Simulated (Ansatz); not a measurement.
Reaction (redistribution): `C[O][Ge]([OH])([SiH3])[Cl]` + `O[SiH2][SiH](F)Cl` → `O[SiH2][SiH]([SiH3])Cl` + `C[O][Ge]([OH])([F])[Cl]`

Isolated molecules relaxed with PBE0-D4/def2-TZVP in Ansatz; ΔE leaves out vibrations. CBS: MP2 limit from def2 TZ/QZ plus the TZ coupled-cluster correction, frozen cores. Functionals use def2-TZVPP. B3LYP here is the variant with VWN-RPA as its local correlation; programs differ in this. For Ge outer-core shells are correlated without core-valence functions, which leaves a few kJ/mol of doubt a bond. Scalar relativity is left out up to krypton. One conformer a species, not always the lowest.

`C[O][Ge]([OH])([SiH3])[Cl]`:

```xyz
13

C     1.551   -0.071    1.506
O     1.390   -0.354    0.133
Ge   -0.213   -0.608   -0.567
O     0.103   -1.296   -2.155
Si   -1.616    1.307   -0.756
Cl   -1.183   -2.089    0.691
H     2.622   -0.002    1.705
H     1.128   -0.860    2.137
H     1.089    0.884    1.786
H     0.802   -1.956   -2.131
H    -2.928    0.872   -1.290
H    -1.773    1.880    0.603
H    -0.973    2.291   -1.660
```

`O[SiH2][SiH](F)Cl`:

Cartesian coordinates in Å:
```
O 0.153 1.672 1.142
Si -0.115 1.046 -0.360
Si 0.279 -1.270 -0.282
F -0.422 -2.024 -1.503
Cl -0.611 -1.915 1.462
H -0.275 1.233 1.880
H -1.515 1.249 -0.827
H 0.820 1.739 -1.278
H 1.686 -1.732 -0.236
```

`O[SiH2][SiH]([SiH3])Cl`:

Cartesian coordinates in Å:
```
O -1.133 1.745 -2.171
Si -1.366 0.690 -0.926
Si 0.643 0.455 0.269
Si 0.816 -1.477 1.574
Cl 2.090 0.358 -1.235
H -0.314 1.651 -2.662
H -2.453 1.248 -0.083
H -1.774 -0.661 -1.407
H 0.962 1.662 1.080
H 2.162 -1.566 2.199
H 0.586 -2.671 0.720
H -0.220 -1.435 2.642
```

`C[O][Ge]([OH])([F])[Cl]`:

Z-matrix (Å, degrees):
```
C
O 1 1.420
H 1 1.094 2 111.5
H 1 1.090 2 107.1 3 119.0
H 1 1.094 2 111.4 3 -122.2
Ge 2 1.742 1 120.7 3 60.9
F 6 1.721 2 108.4 1 -57.0
O 6 1.739 2 108.6 1 -177.0
Cl 6 2.112 2 113.6 1 60.3
H 8 0.962 6 111.7 2 23.4
```

**Question.** Is it downhill or uphill in electronic energy at CCSD(T)/CBS, and by how much? (Best estimate.)

**Answer.** Ansatz gave: Uphill: ΔE = +20.6 kcal/mol.

**Question.** What do these levels give: B3LYP-D4, ωB97X-V, B2PLYP, PBE, r2SCAN, SCS-MP2/def2-TZVPP? (An estimate is asked.)

**Answer.** Computed: B3LYP-D4 21.2, ωB97X-V 19.0, B2PLYP 20.6, PBE 19.1, r2SCAN 19.3, SCS-MP2/def2-TZVPP 19.7 kcal/mol.

Largest T1 diagnostic among the species: 0.012.
